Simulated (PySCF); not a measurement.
Br₃Ga. Atoms are numbered in the order given.

```xyz
4

Ga     0.0000     0.0000     0.0000
Br     2.2641     0.0000     0.0000
Br    -1.1320    -1.9607     0.0000
Br    -1.1320     1.9607     0.0000
```
Charge 0, spin multiplicity 1.

Coordinates come from a PBE0-D3(BJ)/def2-SVP optimisation. The isomer is the one that the SMILES or the coordinates give; other isomers of the formula were not compared.

Calculation: PBE0-D3(BJ)/def2-SVP (PySCF).

Frequencies are harmonic and unscaled.

Modes within 1.5 cm⁻¹ of each other (mostly degenerate sets) share a row, with their intensities summed.

### Question
Estimate the vibrational spectrum. (An estimate is asked for; the answer gives what the named calculation found.)

### Answer

```tsv
mode	ν (cm⁻¹)	IR (km/mol)	moving atoms (share of kinetic energy)
1–2	82	4.8	Br 86 %, Ga 14 %
3	111	5.7	Ga 77 %, Br 23 %
4	230	0.0	Br 100 %
5–6	357	131.7	Ga 64 %, Br 36 %
```
